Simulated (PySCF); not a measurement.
Stepwise substitution at one centre (B Br-SH). Isolated molecules, 0 K electronic values unless said otherwise. One relaxed conformer stands for each flexible species; it need not be the lowest. Strings in code marks are SMILES.

Level of theory: PBE-D3(BJ)/def2-TZVP // r2SCAN-D4/def2-TZVP (PySCF). Excitations are Tamm–Dancoff values on a coarser integration grid. The basis has no diffuse functions, so Rydberg states are missing or too high.

```json
[
 {"species": "0 of 3 Br replaced by SH (`BrB(Br)Br`)", "HOMO–LUMO gap (eV)": "4.08", "T1 excitation (TDA) (eV)": "?", "LUMO (eV)": "-2.94", "S1–T1 gap (TDA) (eV)": "0.17"},
 {"species": "1 of 3 Br replaced by SH (`SB(Br)Br` (H–S–B–Br torsion 0°))", "HOMO–LUMO gap (eV)": "4.61", "T1 excitation (TDA) (eV)": "?", "LUMO (eV)": "-2.46", "S1–T1 gap (TDA) (eV)": "0.47"},
 {"species": "2 of 3 Br replaced by SH (`BrB(S)S` (H–S–B–Br torsion -180°, Br–B–S–H torsion 180°))", "HOMO–LUMO gap (eV)": "4.67", "T1 excitation (TDA) (eV)": "4.34", "LUMO (eV)": "?", "S1–T1 gap (TDA) (eV)": "0.88"},
 {"species": "3 of 3 Br replaced by SH (`SB(S)S`)", "HOMO–LUMO gap (eV)": "4.83", "T1 excitation (TDA) (eV)": "?", "LUMO (eV)": "-1.58", "S1–T1 gap (TDA) (eV)": "0.67"}
]
```

**Question.** What belongs in the gaps?

**Answer.** 
- 0 of 3 Br replaced by SH (`BrB(Br)Br`), T1 excitation (TDA) (eV): 3.99
- 1 of 3 Br replaced by SH (`SB(Br)Br` (H–S–B–Br torsion 0°)), T1 excitation (TDA) (eV): 4.27
- 2 of 3 Br replaced by SH (`BrB(S)S` (H–S–B–Br torsion -180°, Br–B–S–H torsion 180°)), LUMO (eV): -2.01
- 3 of 3 Br replaced by SH (`SB(S)S`), T1 excitation (TDA) (eV): 4.53
